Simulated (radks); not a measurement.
Values are calculated unless marked as measured or tabulated.
N2+, 5 electrons, occupied as [He] 2p1 3s2 (not the ground configuration).

Level of theory: scalar-relativistic Kohn-Sham, SOGGA, spin-polarised, spherical densities, point nucleus; open shells are filled with parallel spins first (a radial shooting solver on a logarithmic mesh with Libxc functionals).

Energy parts (eV):
| part | energy |
|---|---|
| total | -1352.651 |
| kinetic | 1351.881 |
| electron-nucleus | -2965.998 |
| Hartree | 394.066 |
| exchange-correlation | -132.600 |

Orbitals (lengths in bohr, moments of r in powers of bohr; r(90%) holds 90 % of the orbital's charge):
orbital,occ.,eigenvalue (eV),r(90%),<r>
1s up,1,-451.9863,0.411,0.2294
1s down,1,-450.7555,0.410,0.2287
2p up,1,-56.5840,1.61,0.9905
2p down,0,-51.3277,1.68,1.017
3s up,1,-19.3573,4.16,2.867
3s down,1,-18.9550,4.23,2.916

The highest occupied level is 3s down at -18.955 eV. The configuration is held as typed, so some empty levels lie below it. Summed over all electrons, <r^2> = 20.31 bohr^2, which gives a Langevin (diamagnetic) susceptibility term of -16.1 x 10^-6 cm^3/mol.
